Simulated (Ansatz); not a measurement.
Consider the formal exchange of groups at the Sn–B bond: `C[B]([SiH3])[SnH3]` + `C=N` → `N=[CH][SnH3]` + `CB[SiH3]`.

Computed with Ansatz on PBE0-D4/def2-TZVP structures; ΔE is electronic, products minus reactants. CCSD(T)/CBS adds triple-zeta CCSD(T) − MP2 to the extrapolated MP2 energy (def2 sets, frozen cores). This one scheme is used for every species. DFT in def2-TZVPP. Elements past krypton have def2 core potentials. For Sn outer-core shells are correlated without core-valence functions, which leaves a few kJ/mol of doubt a bond. Each species was taken in one conformer, which may not be the lowest.

```json
{"level": "r2SCAN-D4", "ΔE (eV)": "0.30"}
{"level": "ωB97M-V", "ΔE (eV)": "0.27"}
{"level": "PBE", "ΔE (eV)": "0.29"}
{"level": "HF/def2-TZVPP", "ΔE (eV)": "0.19"}
{"level": "CCSD/def2-TZVPP", "ΔE (eV)": "0.30"}
{"level": "CCSD(T)/def2-TZVPP", "ΔE (eV)": "0.31"}
{"level": "MP2/CBS(def2)", "ΔE (eV)": "0.34"}
{"level": "CCSD/CBS(def2)", "ΔE (eV)": "0.32"}
```

**Question.** What does CCSD(T)/CBS give? (Estimate.)

**Answer.** Ansatz gave: +0.33 eV. The listed levels differ from it by -0.03, -0.06, -0.04, -0.14, -0.03, -0.02, 0.01, -0.01 eV.

Largest T1 diagnostic among the species: 0.014.

In def2-TZVPP, CCSD(T) changes the Hartree–Fock value by +0.12 eV (the triples alone add +0.01 eV) and MP2 by +0.12 eV. The D4 term adds +0.06 eV with B3LYP and +0.04 eV with PBE0; it sums over pairs of atoms, weighted by their polarisabilities, and B3LYP, whose exchange is more repulsive, gets the larger term.

B3LYP here is the variant with VWN-RPA as its local correlation; programs differ in this.
